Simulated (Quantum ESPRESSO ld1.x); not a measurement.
Results of a calculation; reference values are marked as such.
These are the eigenvalues of the occupied orbitals of an atom or ion with whole-number occupations (eV). Code: ld1.x of Quantum ESPRESSO 7.5. Model: scalar-relativistic Kohn-Sham, LDA (Slater exchange, Perdew-Wang correlation), spin-polarised, spherical densities, point nucleus.

1s: -6902.66
2s: -1199.52
2p: -1091.86

Which element is it, and in what charge state? The configuration may be excited. Open shells, if any, are filled with parallel spins first.

Answer. Z = 25, manganese, charge +15: Mn15+ in [Ne]. The list shows which subshells hold electrons but not how many an open one holds; the 1s level, -253.67 hartree, gives Z - s = 22.5 by -(Z - s)^2/2, which with screening and relativity narrows Z to a few neighbours, and the depths of the outer levels then fix element, charge and occupations together.
